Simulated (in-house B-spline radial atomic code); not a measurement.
Tc⁷⁺. Computed with a B-spline radial atomic code. Model: all-electron spherical atom, spin shells full or empty, radial basis limit, no spin-orbit coupling, Breit or QED, empty-state partial waves extrapolated as (l+1/2)^-4, RPA, G0W0 and static COHSEX of the highest shell as one setting changes (uncorrelated shells keep exact exchange).

Empty levels are discrete states of a finite basis, so the steps are uneven.

Given: element Tc; charge 7; filled core Ar; hamiltonian one-electron scalar X2C; mean-field start r2SCAN; highest l of empty states 9; nuclear rms radius 4.4112 fm; lowest nl shells left uncorrelated 4; highest mean-field shell 4p; box radius 8.41 bohr.

Shell: 3d 5 5, 4s 1 1, 4p 3 3 (electrons up and down).

| highest empty level kept (hartree) | RPA correlation energy (hartree) | G0W0 level (eV) | G0W0 minus most complete (meV) | COHSEX level (eV) | linearised minus solved G0W0 (meV) |
| --- | --- | --- | --- | --- | --- |
| 21.33 | -0.93706 | -152.1 | 376.9 | -154.67 | -7.9 |
| 42.67 | ? | ? | ? | ? | ? |
| 74.67 | -1.3988 | -152.36 | 114.5 | -155.38 | -8.4 |
| 128 | -1.5589 | -152.42 | 55.8 | -155.55 | -8.5 |
| 213.33 | -1.6361 | -152.45 | 28 | -155.64 | -8.5 |
| 384 | ? | ? | ? | ? | ? |
| 640 | -1.6985 | -152.47 | 4 | -155.71 | -8.6 |
| 1280 | -1.7047 | -152.48 | 1 | -155.73 | -8.6 |
| 2560 | -1.7059 | -152.48 | 0.3 | -155.73 | -8.6 |
| 5333.3 | -1.7062 | -152.48 | 0.1 | -155.73 | -8.6 |
| 12800 | -1.7063 | -152.48 | 0 | -155.73 | -8.6 |
| 42667 | -1.7063 | -152.48 | 0 | -155.73 | -8.6 |

What follows for highest empty level kept = 42.67?

RPA correlation energy -1.2075 hartree; G0W0 level -152.26 eV; G0W0 minus most complete 217.3 meV; COHSEX level -155.09 eV; linearised minus solved G0W0 -8.2 meV.

What follows for highest empty level kept = 384?

RPA correlation energy -1.6787 hartree; G0W0 level -152.46 eV; G0W0 minus most complete 12.2 meV; COHSEX level -155.69 eV; linearised minus solved G0W0 -8.6 meV.
